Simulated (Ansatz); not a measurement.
C3H7FOSi, SMILES `FC1([SiH3])COC1` at its PBE0-D4/def2-TZVP geometry, where that method's forces vanish. Charge 0, multiplicity 1.

```xyz
13

F     1.1736    1.3970    0.4716
C     0.3125    0.3528    0.1607
Si   -0.2548    0.5361   -1.6402
C     0.8236   -1.0224    0.6010
O    -0.3666   -1.2597    1.3609
C    -0.7687    0.1071    1.2174
H    -1.1723   -0.5932   -1.9412
H     0.9260    0.4829   -2.5384
H    -0.9694    1.8270   -1.8042
H     1.7160   -0.9357    1.2324
H     0.9834   -1.7879   -0.1640
H    -0.5858    0.6971    2.1236
H    -1.8175    0.1990    0.9205
```

(1) What forces (eV/Å) does B3LYP-D4/def2-TZVPP give on these atoms in the Gaussian-basis code of Ansatz? (An estimate is asked.)

Results:

(1) Ansatz gave: 
```
F1   0.272  0.330  0.097
C2  -0.216 -0.183 -0.223
Si3 -0.043  0.027 -0.161
C4   0.447 -0.183 -0.139
O5  -0.165 -0.335  0.188
C6  -0.316  0.359  0.156
H7   0.061  0.077  0.017
H8  -0.076  0.003  0.057
H9   0.046 -0.083  0.010
H10 -0.042 -0.024 -0.044
H11  0.003  0.043  0.057
H12 -0.033 -0.031 -0.048
H13  0.063  0.000  0.034
```

B3LYP here is the variant with VWN-RPA as its local correlation; programs differ in this.
